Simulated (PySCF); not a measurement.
C4H4BNO, SMILES C#C[C@@H]1N=CB1O. Heavy atoms are numbered as in [CH:1]#[C:2][C@@H:3]1[N:4]=[CH:5][B:6]1[OH:7]. Hydrogens are named by the atom that carries them.

The structure is a stationary point at PBE0-D3(BJ)/def2-SVP. The structure was generated by enumeration; whether it is a known compound was not checked. Other conformers were not sampled.

These are PBE0/pcSseg-1 run with PySCF values and carry that method's errors.

GIAO shieldings, no solvent; atoms alike by connectivity are averaged. δ = σ(ref) − σ: ¹³C against TMS (σ = 186.3 ppm); ¹⁵N against NH3 (σ = 267.4 ppm); ¹¹B against BF3 (σ = 88.8 ppm); ¹⁷O against H2O (σ = 334.2 ppm); ¹H against TMS (σ = 31.56 ppm), references at their B3LYP-D3(BJ)/def2-TZVP geometries, non-relativistic.

| atoms | nucleus | count | δ (ppm) |
|---|---|---|---|
| C5 (CH) | ¹³C | 1 | 208.6 |
| C2 | ¹³C | 1 | 86.6 |
| C1 (CH) | ¹³C | 1 | [?] |
| C3 (CH) | ¹³C | 1 | [?] |
| N4 | ¹⁵N | 1 | 531.2 |
| B6 | ¹¹B | 1 | 19.4 |
| O7 (OH) | ¹⁷O | 1 | [?] |
| H on C5 | ¹H | 1 | 9.50 |
| H on O7 | ¹H | 1 | [?] |
| H on C3 | ¹H | 1 | [?] |
| H on C1 | ¹H | 1 | 2.69 |

Problem. What belongs in the gaps? (An estimate is asked for; the answer gives what the named calculation found.)

Solution. 
- O7 (OH), δ (ppm): 141.3
- C3 (CH), δ (ppm): 62.4
- H on O7, δ (ppm): 5.16
- H on C3, δ (ppm): 4.56
- C1 (CH), δ (ppm): 83.1
